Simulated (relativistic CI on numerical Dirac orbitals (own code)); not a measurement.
## Spin-allowed bands of a d2 ion in an octahedral site, by hand

Problem. Take Δ = 21000 cm⁻¹ and B = 620 cm⁻¹ for a d2 ion in an octahedral site. Calculate the three spin-allowed bands.

Working.
1. The terms of highest spin are 3F (energy 0) and 3P (15B = 9300 cm⁻¹). Here the F term splits into A2 at +1.2Δ = 25200, T2 at +0.2Δ = 4200 and T1 at −0.6Δ = -12600 cm⁻¹.
2. The two T1 states mix through the element 0.4Δ: H = [[-12600, 8400], [8400, 9300]], with roots ½(H₁₁ + H₂₂) ∓ ½√[(H₂₂ − H₁₁)² + 4H₁₂²] = ½(-3300) ∓ ½(27602) = -15451 and 12151 cm⁻¹.
3. The ground term is 3T1 at -15451 cm⁻¹.
4. Bands: 3T2 19651 cm⁻¹ (509 nm), 3T1(P) 27602 cm⁻¹ (362 nm), 3A2 40651 cm⁻¹ (246 nm).

Check. Exact diagonalisation of the whole d2 shell with these parameters gives 3T2 19651, 3T1 27602, 3A2 40651 cm⁻¹. The match is exact, since without spin-orbit coupling no other term has this spin. The ratio of the second band to the first, 1.405, depends on Δ/B = 33.9 alone, which is how a Tanabe-Sugano diagram is read.
